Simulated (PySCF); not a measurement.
EPR parameters of C8H9

C8H9 (doublet state).
Cartesian coordinates in Å at the GFN2-xTB level; atoms count from 1:
```
atom  x, y, z in Å
C1     3.4408   -0.1724   -0.5200
C2     2.2675    0.3593   -0.4146
C3     0.9784   -0.2230   -0.9260
C4    -0.1296    0.6922   -1.3515
C5    -0.3052    0.0880   -0.2020
C6    -1.0596   -0.1739    0.9797
C7    -0.5907   -1.0069    1.9111
C8    -2.3735    0.5426    1.0953
H9     3.8703   -1.0556   -0.9346
H10    2.1312    1.3128    0.0851
H11    1.1008   -1.1838   -1.4186
H12   -0.4483    1.3647   -2.1091
H13    0.3599   -1.4990    1.7945
H14   -1.1411   -1.2144    2.8126
H15   -3.0182    0.2787    0.2581
H16   -2.8740    0.2829    2.0242
H17   -2.2156    1.6199    1.0656
```

The hyperfine couplings belong to this conformer and change with its torsions.

The species is `[H]/[C]=C\[C@@H]1C=C1C(=C)C` [radical].

Theory: PySCF, UKS B3LYP, pcH-1 on C H, non-relativistic, mean-field spin-orbit, GIAO. The structure is a single GFN2-xTB conformer in the gas phase; no vibrational or solvent corrections. Couplings are sensitive to structure, and on GFN2-xTB geometries they can be far from those on DFT ones. The SCF solution wasn't tested for stability.

```
g1, g2, g3 : 2.00175, 2.00221, 2.00272
g_iso      : 2.00223
Form of g  : rhombic: the two nearest values differ by 47 % of g3 − g1
⟨S²⟩       : 0.7593 (exact 0.7500)
```

Hyperfine couplings atom by atom, in 10⁻⁴ cm⁻¹; T1 to T3 are the principal values of the dipolar part; ρ(0) is the spin density at the nucleus (1 × 10⁻⁴ cm⁻¹ = 2.998 MHz):

```
atom  isotope  a_iso     T1     T2    T3  Mulliken spin population  ρ(0) (bohr⁻³)
  C1      13C  109.4  -27.0  -19.5  46.5                      1.04         0.2917
  C2      13C   -6.0   -6.4    0.7   5.8                     -0.16        -0.0161
  C3      13C   35.7   -2.2   -2.1   4.4                      0.07         0.0952
  C4      13C   -1.9   -0.6   -0.1   0.7                      0.00        -0.0049
  C5      13C   -1.4   -0.6   -0.1   0.8                      0.00        -0.0038
  C6      13C   -0.5   -0.1    0.0   0.1                      0.00        -0.0013
  C7      13C    0.2   -0.1    0.0   0.2                      0.00         0.0006
  C8      13C    0.0    0.0    0.0   0.0                      0.00         0.0000
  H9       1H   13.9  -10.7   -2.3  13.0                      0.01         0.0093
 H10       1H   38.0   -2.1   -1.8   4.0                      0.05         0.0255
 H11       1H   -1.2   -1.7   -0.6   2.3                      0.00        -0.0008
 H12       1H   -0.8   -0.4   -0.2   0.6                      0.00        -0.0005
 H13       1H   -0.1   -0.3   -0.3   0.6                      0.00        -0.0001
 H14       1H    0.0   -0.2   -0.1   0.3                      0.00         0.0000
 H15       1H    0.0   -0.1   -0.1   0.2                      0.00         0.0000
 H16       1H    0.0   -0.1   -0.1   0.2                      0.00         0.0000
 H17       1H    0.0   -0.1   -0.1   0.2                      0.00         0.0000
```

Largest spin populations (Mulliken): C1 (+1.04), C2 (-0.16) and C3 (+0.07). No atom but C1 exceeds +0.15. The positive populations add up to 1.17 and the negative ones to -0.17, together 2S = 1.

Axes: g1 points within 7° of the C1–H9 bond and g2 points within 1° of the C2–C3 bond.

Under fast tumbling the dipolar parts average out, and these isotropic splittings remain: 1 × 1H (H10, I = 1/2, 2 lines) with 4.06 mT, 1 × 1H (H9, I = 1/2, 2 lines) with 1.48 mT, 1 × 1H (H11, I = 1/2, 2 lines) with 0.13 mT and 1 × 1H (H12, I = 1/2, 2 lines) with 0.09 mT.

The 13C coupling of C1 (328.0 MHz) shows only in satellite lines or after enrichment, since that isotope makes up about 1.07 % of natural carbon.

Time: 3.3 min wall (with the writing of density and orbital grids); peak memory 0.97 GiB. Hardware: one thread, Intel Xeon at 2.50 GHz (x86_64), shared host with 64 logical CPUs at a one-minute load of 59.
